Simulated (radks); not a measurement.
Spherical quantum dot in the effective-mass picture: electrons in a hard-walled sphere of radius 7.58, with a point charge +1 (a donor) at the centre, all in effective atomic units (hartree* = m*/eps^2 hartree, bohr* = eps/m* bohr), one dielectric constant everywhere. Method: non-relativistic Kohn-Sham, LDA (Slater exchange, Perdew-Wang correlation), spin-polarised, spherical densities; computed with a radial shooting solver with Libxc functionals. Levels are named by radial order and angular momentum (1s, 1p, 1d, 2s, ...), and open shells are averaged over m. Results are scaled to m* = 0.038 and eps = 7.3, for which hartree* = 19.4 meV and bohr* = 10.17 nm.

N = 4, configuration 1s2 1p(up 2, down 0). This is the lowest configuration that the search found. Occupied and some empty levels:

level,occupation,eigenvalue (meV),<r> (nm)
1s up,1,8.9100,29.55
1s down,1,9.1033,25.04
1p up,2,11.213,48.32
1p down,0,11.902,48.18
2s up,0,11.987,37.95
2s down,0,12.326,41.62
1d up,0,13.158,51.78
1d down,0,13.861,51.91
1f up,0,15.596,54.13
1f down,0,16.287,54.31

Energy (meV): total 6.69558, kinetic 15.762, external -33.319, Hartree 37.924, exchange-correlation -13.670.
